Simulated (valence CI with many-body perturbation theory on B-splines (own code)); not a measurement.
The numbers below are computed, except where a source is named.
Sb XI: magnetic and hyperfine properties of the levels

Method: valence CI with perturbative core correlation (CI+MBPT): five valence electrons over a frozen Dirac-Fock core [Kr], a basis of 7 s, 7 p, 8 d, 6 f, 4 g, 1 h functions for each j, with the one-electron correlation potential Σ1 (screened to all orders), the two-electron term Σ2, the three-electron term Σ3, Breit, model QED; selected single and double excitations, second order for the rest, scaled by the run's own slope (own B-spline code, finite nucleus).

No measured levels were compared; by estimate terms of the open shell hold to 2 to 4 % of their energy, and close levels can change places. Core correlation moves these levels by up to 9500 cm⁻¹, and in measured spectra 5 to 20 % of such shifts remained as error; rates that hang on mixing are uncertain with them. Among the levels kept, up to 560 cm⁻¹ of a level comes from second order outside the variational space, and about a tenth of that is noise between levels of different J, which matters for small intervals. The list stops below the first excitations out of the core. Only levels of the ground parity were solved; by the run's estimate the other parity begins above the list, which can be wrong where configurations are misplaced.

A/g_I is the dipole constant over the nuclear g factor μ/I (μ in nuclear magnetons, uniformly magnetised nucleus), B/Q the quadrupole constant per barn. Both hold the static response of the core; the bare values leave it out. Large factors of s and p1/2 electrons are usually good to 5 to 10 %; those of open d and f shells near neutrality can be off by tens of per cent, and small factors of p3/2, d and f electrons come from cancelling terms and can be off by a factor of two or in sign, in half-filled shells by more. B is blank for J = 1/2, where it vanishes, and for nearly pure S terms. Energies count from the lowest level.

Names give the largest LS component (configuration and term), which can be under half, so a name can repeat, a term be missing and a line seem to break the LS rules; names also repeat where a configuration has a term twice. Letters in brackets count levels of one name in rising energy.

```csv
Level,E (eV),g,A/g_I (MHz),A/g_I bare,B/Q (MHz/b),B/Q bare
4d5 6S_5/2,0.000,1.975,-973,19.9,,
4d5 4G_5/2 [a],4.188,0.913,1810,1680,1830,1710
4d5 4G_7/2,4.670,1.033,1640,1640,1290,1210
4d5 4G_11/2,4.781,1.252,1440,1680,-43.9,-45.2
4d5 4G_9/2,4.881,1.171,1430,1580,931,872
4d5 4G_5/2 [b],4.910,1.147,1140,1260,1160,1080
4d5 4D_3/2,5.020,1.405,1110,1520,1700,1590
4d5 4P_1/2,5.466,1.631,-344,275,,
4d5 4D_7/2,5.810,1.364,744,1090,769,720
4d5 4D_5/2,6.378,1.355,1070,1420,-660,-623
4d5 4D_1/2,6.455,1.004,2610,2600,,
4d5 4P_3/2,6.704,1.420,1180,1600,-864,-813
4d5 2I_11/2,6.786,0.963,2020,1950,215,200
4d5 2I_13/2,7.232,1.076,1870,1920,-1.88,1.78
4d5 2F_7/2 [a],7.484,1.129,1820,1940,-2160,-2020
4d5 2G_9/2 [a],7.597,1.186,1390,1560,-17.3,-22.6
4d5 4F_3/2,7.617,0.637,3240,2830,-372,-347
4d5 2F_5/2 [a],7.668,1.084,1470,1520,488,465
4d5 4F_5/2,8.306,1.052,1740,1760,-1840,-1720
4d5 2H_9/2,8.636,1.096,1700,1770,563,529
4d5 2G_7/2 [a],8.796,1.054,1960,2000,-151,-136
4d5 2D_3/2 [a],9.017,0.660,3240,2850,-276,-254
4d5 2F_7/2 [b],9.210,1.079,1810,1870,-1670,-1550
4d5 2F_5/2 [b],9.298,0.959,1680,1590,944,878
4d5 2H_11/2,9.715,1.070,1830,1880,-171,-147
4d5 2F_7/2 [c],9.810,1.145,1720,1850,202,181
4d5 2G_9/2 [b],9.912,1.070,1740,1780,-219,-194
4d5 2S_1/2,10.241,1.976,-1140,-155,,
4d5 2F_5/2 [c],10.513,1.040,1730,1740,-744,-689
4d5 2D_3/2 [b],11.511,0.810,2460,2230,-903,-845
4d5 2D_5/2 [a],12.025,1.159,1430,1560,-366,-337
4d5 2G_9/2 [c],12.651,1.111,1640,1720,-1250,-1170
4d5 2G_7/2 [b],12.889,0.905,2370,2240,1720,1610
4d5 2P_3/2,14.802,1.275,1370,1630,-1660,-1560
4d5 2P_1/2,15.241,0.721,500,104,,
4d5 2D_5/2 [b],16.710,1.198,1190,1360,-838,-784
4d5 2D_3/2 [c],17.008,0.852,3200,3030,2380,2230
```

Q: Take the isotope of mass number 121, with I = 5/2, μ = 3.358 μN and Q = -0.543 b. What is the hyperfine structure of 4d5 4D_3/2?

A: From the table A = 1490 MHz, B = -924 MHz. Shifts from the centre of gravity in MHz: F = 1: -8470, F = 2: -4750, F = 3: 136, F = 4: 5360.
